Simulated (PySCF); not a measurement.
CH3ClFInO, SMILES [F][In]([Cl])[O]C. Atoms are numbered in the order given.

```xyz
8

In    -0.0321    -0.2126     0.2792
F     -0.1382    -1.1457     1.9779
Cl     0.4417     2.0664     0.2822
O     -0.3776    -1.1888    -1.4020
C     -0.1998    -0.5946    -2.6616
H      0.7824    -0.8582    -3.0954
H     -0.9793    -0.9735    -3.3450
H     -0.2745     0.5089    -2.6549
```

Geometry optimised at PBE0-D3(BJ)/def2-SVP. The structure was generated by enumeration; whether it is a known compound was not checked. The def2 effective core potentials stand for the cores of In; spin–orbit coupling is left out. One conformer was computed; it need not be the lowest.

Method: TDA-PBE/def2-SVPD in PySCF.

Vertical excitations. Isolated molecule, no solvent.

| state | energy (eV) | λ (nm) | f | main pairs |
|---|---|---|---|---|
| S1 | 3.19 | 389 | 0.005 | HOMO→LUMO 100 % |
| S2 | 4.09 | 303 | 0.068 | HOMO−1→LUMO 82 %, HOMO→LUMO+1 15 % |
| S3 | 4.41 | 281 | 0.009 | HOMO−2→LUMO 99 % |
| S4 | 4.52 | 274 | 0.010 | HOMO−3→LUMO 100 % |
| S5 | 5.21 | 238 | 0.009 | HOMO−4→LUMO 95 % |
| S6 | 5.33 | 233 | 0.018 | HOMO−1→LUMO+1 74 %, HOMO−5→LUMO 12 % |
| S7 | 5.41 | 229 | 0.114 | HOMO→LUMO+1 53 %, HOMO−5→LUMO 31 % |
| S8 | 5.45 | 227 | 0.051 | HOMO−5→LUMO 57 %, HOMO−1→LUMO+1 24 %, HOMO→LUMO+1 14 % |
| S9 | 6.00 | 207 | 0.001 | HOMO−2→LUMO+1 100 % |
| S10 | 6.13 | 202 | 0.014 | HOMO−3→LUMO+1 60 %, HOMO−6→LUMO 37 % |
| T1 | 2.85 | 434 | 0 | HOMO→LUMO 100 % |
| T2 | 3.27 | 380 | 0 | HOMO−1→LUMO 99 % |
| T3 | 4.09 | 303 | 0 | HOMO−2→LUMO 100 % |
| T4 | 4.21 | 295 | 0 | HOMO−3→LUMO 100 % |
Triplets are in the Tamm–Dancoff approximation.
